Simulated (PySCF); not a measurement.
**Atomic charges by several schemes**

C6H8Si.
Geometry (GFN2-xTB, Å), atoms numbered from 1 in this order:
```
atom  x, y, z in Å
C1    -3.593   -0.105    0.454
C2    -2.517   -0.137   -0.265
C3    -1.437   -0.197   -0.978
C4    -0.311   -1.167   -0.708
C5     0.922   -0.448   -0.452
C6     1.932    0.182   -0.257
Si7    3.491    1.118    0.041
H8    -4.461   -0.697    0.210
H9    -3.672    0.525    1.325
H10   -1.286    0.479   -1.810
H11   -0.168   -1.812   -1.583
H12   -0.556   -1.796    0.153
H13    4.386    0.288    0.853
H14    4.106    1.415   -1.256
H15    3.161    2.360    0.745
```

Density: PBE0/pcSseg-1 (PySCF); schemes: Mulliken, IAO, Hirshfeld and ESP-fitted. One conformer (not necessarily the lowest) at the GFN2-xTB geometry, without solvent, vibrations or thermal averaging.

Question: Atoms with like bonding are taken together and averaged. Do the Mulliken, IAO, Hirshfeld and ESP-fitted schemes agree on where the charge is lowest?

Answer: The schemes don't all agree: Mulliken C6 (-0.473); IAO C6 (-0.373); Hirshfeld C6 (-0.181); ESP-fitted C1 (-0.485).

Question: For which atoms does the sign change between the 4 schemes (beyond +0.03 e in one, beyond −0.03 e in another)?

Answer: C2. Atomic charges aren't observables, and each scheme defines them in its own way.

Question: Give the atomic charges in each scheme.

Answer: In e; atoms taken as equivalent share a row and are averaged (×n: the atom named and its like, n in all):

```
       atom                               environment  Mulliken     IAO  Hirshfeld  ESP-fitted
         C1    outer carbon of cumulated double bonds    -0.145  -0.361     -0.113      -0.485
         C2  central carbon of cumulated double bonds    -0.132  +0.029     +0.001      +0.056
         C3    outer carbon of cumulated double bonds    -0.210  -0.190     -0.055      -0.216
         C4                        propargylic carbon    -0.130  -0.270     -0.045      -0.004
         C5                             alkyne carbon    +0.072  -0.001     -0.027      -0.012
         C6                             alkyne carbon    -0.473  -0.373     -0.181      -0.326
        Si7                              SiH3 silicon    +0.509  +0.635     +0.333      +0.443
      H8/H9                            hydrogen on C1    +0.150  +0.173     +0.059      +0.213
        H10                            hydrogen on C3    +0.145  +0.172     +0.057      +0.165
    H11/H12                        methylene hydrogen    +0.163  +0.176     +0.061      +0.101
H13/H14/H15                             Si–H hydrogen    -0.088  -0.113     -0.070      -0.083
```

Mean size of the charges over all atoms: IAO 0.204 e, Mulliken 0.180 e, ESP-fitted 0.172 e, Hirshfeld 0.084 e. Each set sums to the total charge, 0, to within 0.001 e. The IAO scheme counts the electrons in orthogonalised intrinsic atomic orbitals, a minimal basis polarised so that it spans the occupied orbitals exactly.

Some averages cover members that differ in this geometry: H11/H12, ESP-fitted +0.087 to +0.115 e.

Question: How closely do the schemes follow one another over all atoms?

Answer: Correlation coefficient and root-mean-square difference: IAO with Hirshfeld 0.96, 0.149 e; Mulliken with IAO 0.93, 0.092 e; Mulliken with Hirshfeld 0.93, 0.122 e; IAO with ESP-fitted 0.92, 0.098 e; Hirshfeld with ESP-fitted 0.89, 0.133 e; Mulliken with ESP-fitted 0.85, 0.120 e.

Question: How many electrons does the ESP-fitted scheme count on C3?

Answer: Z − q = 6 − (-0.216) = 6.216.

Question: Sum the charges by element, for elements with more than one atom.

Answer: 
```tsv
element	atoms	Mulliken	IAO	Hirshfeld	ESP-fitted
C	6	-1.018	-1.165	-0.419	-0.987
H	8	+0.509	+0.529	+0.087	+0.544
```
